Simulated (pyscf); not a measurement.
# Hydrogen shift: •H₂C–AlH₂ (SMILES [CH2][AlH2]) → [H₃C–AlH]• (SMILES [CH3][AlH])

Gas phase, doublet surface, charge 0. Bonds broken: Al1–H4. Bonds formed: C3–H4. Structures and frequencies: ωB97X-D3(BJ)/def2-SVP in PySCF. Correlated levels are frozen-core, on RHF or UHF. ΔMP2 is the change of the MP2 total energy from the triple- to the quadruple-zeta basis.

Transition state (Å):

```xyz
6

Al    -0.6372     0.0922     0.5965
H     -0.9054     0.3045     2.1452
C     -1.5382    -0.7614    -0.8137
H      0.1972    -0.9703    -0.3803
H     -2.2180    -1.6292    -0.7661
H     -1.2277    -0.5390    -1.8439
```

One imaginary mode, 1582i cm⁻¹; descent along it reached the two sides named.

```tsv
bond	change	reactant side (Å)	saddle	product side
Al1–H4	breaks	1.588	1.667	2.587
C3–H4	forms	3.0	1.801	1.104
```

Electronic energies relative to the reactant's lowest minimum found (kcal/mol):

| level | barrier | reaction energy | reverse barrier |
|---|---|---|---|
| ωB97X-D3(BJ)/def2-TZVP | 38.9 | -14.7 | 53.6 |
| PBE/def2-TZVP | 27.7 | -19.5 | 47.2 |
| r²SCAN/def2-TZVP | 32.3 | -15.7 | 48.0 |
| B3LYP-D3(BJ)/def2-TZVP | 34.5 | -15.3 | 49.8 |
| PBE0-D3(BJ)/def2-TZVP | 33.4 | -18.0 | 51.4 |
| M06-2X/def2-TZVP | 35.0 | -18.4 | 53.4 |
| ωB97M-D3(BJ)/def2-TZVP | 37.2 | -14.4 | 51.6 |
| HF/def2-TZVP | 51.4 | -7.9 | 59.3 |
| MP2/def2-QZVPP | 40.8 | -18.2 | 59.0 |
| CCSD/def2-TZVPP | 39.7 | -14.0 | 53.7 |
| CCSD(T)/def2-TZVPP | 37.2 | -15.2 | 52.4 |
| CCSD(T)/def2-TZVPP + ΔMP2(QZVPP) | 36.9 | -15.2 | 52.1 |

With CCSD(T)/def2-TZVPP + ΔMP2(QZVPP) energies and thermal terms (ideal gas, 1 atm, RRHO with modes under 100 cm⁻¹ raised to 100, one conformer, R ln 2 for chiral ones without a mode under 150 cm⁻¹), in kcal/mol:

```tsv
T (K)	ΔH‡	ΔG‡	ΔH	ΔG
298	35.9	35.7	-12.4	-13.0
600	35.4	35.6	-12.8	-13.5
900	34.8	35.9	-13.2	-13.8
1200	34.3	36.3	-13.5	-13.9
```

This is the saddle that the search found; another between the same sides may lie lower. The CCSD(T) − MP2 part came from Ansatz, without density fitting, on the same reference. A UHF reference is spin-contaminated (<S²> up to 0.86), which harms MP2 most.
